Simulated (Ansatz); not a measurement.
Task: Name a neutral molecule of B, C, F, Ga, Si and H with HOMO–LUMO gap (PBE0/def2-TZVPP) between 6.15 and 6.45 eV and HOMO energy (PBE0/def2-TZVPP) between -8.85 and -8.55 eV (Ansatz, PBE0-D4/def2-TZVP geometry).

Result: `B[CH]([GaH2])[SiH2]F` (6.19 eV, -8.56 eV). Other molecules can fit too; these were computed, each in one conformer that needn't be the lowest.
